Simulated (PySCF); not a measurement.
**SbP⁺: from constants to spectrum**

UHF-CCSD(T) constants of SbP⁺, ²Π (doublet), unpaired electrons π ↑ (basis Sb def2-SVPD with ECP28, P def2-SVPD; scalar-relativistic core potentials; PySCF 2.14; masses 120.9038 and 30.9738 u):

```
ωe            : 415.0 cm⁻¹
ωexe          : 1.78 cm⁻¹
Be            : 0.12376 cm⁻¹
αe            : 0.000559 cm⁻¹
De to Sb⁺ + P : 2.62 eV
```

Question: What force constant and bond length do these constants imply?

Answer: Reduced mass μred = 24.657 u; k = 5.8918×10⁻⁷·μred·ωe² (u, cm⁻¹, mdyn/Å) = 2.50 mdyn/Å; Re = √(16.8576/(μred·Be)) (u, cm⁻¹, Å) = 2.350 Å.

Question: Estimate the centrifugal constant D from the Kratzer relation and find the Dunham coefficient a1.

Answer: D = 4Be³/ωe² = 4.4e-08 cm⁻¹; a1 = −1 − αeωe/(6Be²) = -3.52.

Correlated steps freeze 9 core orbitals. Correlated levels converge slowly with the basis: in double zeta they bind strong bonds too weakly, by up to about 1 eV, and carry superposition errors of some tenths. These are scalar-relativistic numbers at best; spin–orbit coupling would shift them, the dissociation energy most. For an ion De counts to the pair picked by the measured ionisation energies or electron affinities, which need not be the lowest pair at this level. The state is the lowest determinant that a PBE0 search found; another state may lie lower at other levels.
